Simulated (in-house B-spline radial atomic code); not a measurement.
Checks on a self-consistent run for Er, [Xe] (4f5/2)6 (4f7/2)6 6s1 (9p3/2)1. Level of theory: Dirac-Hartree-Fock, average of the jj configuration, Fermi nucleus of rms radius 5.2516 fm; calculated with an all-electron radial atomic-structure program (B-spline basis).

```csv
orbital,q,ε (Eh),<1/r>,<r²>,small-component weight
1s1/2,2,-2125.43418,77.5399,0.000567817,0.064778
2s1/2,2,-361.80565,18.6661,0.00876405,0.01449
2p1/2,2,-343.79466,18.5964,0.00634484,0.0145
2p3/2,4,-310.01667,16.1435,0.00755834,0.013318
3s1/2,2,-83.20644,6.84789,0.0576059,0.0046916
3p1/2,2,-75.32863,6.74942,0.0534915,0.0046172
3p3/2,4,-68.08618,6.12803,0.0602039,0.0042917
3d3/2,4,-54.80891,5.99337,0.0476239,0.0041461
3d5/2,6,-53.21190,5.84359,0.0494257,0.0040551
4s1/2,2,-17.53967,2.8353,0.292215,0.001473
4p1/2,2,-14.36515,2.72312,0.306579,0.0013891
4p3/2,4,-12.68064,2.51974,0.342348,0.0012782
4d3/2,4,-7.45967,2.29137,0.390558,0.0010928
4d5/2,6,-7.05301,2.23698,0.405424,0.0010574
4f5/2,6,-0.73541,1.68903,0.801204,0.00065146
4f7/2,6,-0.65715,1.65356,0.85819,0.00062996
5s1/2,2,-2.51610,1.03158,1.84728,0.00027553
5p1/2,2,-1.56042,0.911589,2.34723,0.00022032
5p3/2,4,-1.34178,0.836043,2.72402,0.00018905
6s1/2,1,-0.37400,0.320144,16.6592,2.7758e-05
9p3/2,1,-0.01838,0.0340058,1793.41,7.4279e-07
```

Electron-electron repulsion V_ee = 4853.0893 hartree.

(1) What total energy follows from the eigenvalues?

(2) Does the Dirac virial theorem hold?

(3) What diamagnetic shielding (Lamb formula) and susceptibility (Langevin formula) do the radii give?

## Answers

(1) The eigenvalues count the repulsion twice, so E = Σqε - V_ee = -8239.014 - 4853.089 = -13092.104 hartree; the run printed -13092.104.

(2) For a point nucleus E = -2c²Σq·w, with w the small-component weight. Here Σq·w = 0.34852 and c = 137.0360, so the ratio E/(-2c²Σq·w) is 1.000176; the finite nucleus accounts for the departure from 1.

(3) σ = (α²/3)Σq<1/r> = 476.344/(3·137.036²) = 8455.3 ppm, and χ = -0.79199×10⁻⁶·Σq<r²> = -1463×10⁻⁶ cm³/mol with Σq<r²> = 1846.9 bohr². Both are non-relativistic formulas without the paramagnetism of open shells; for so heavy an element the full relativistic shielding is larger by tens of per cent.
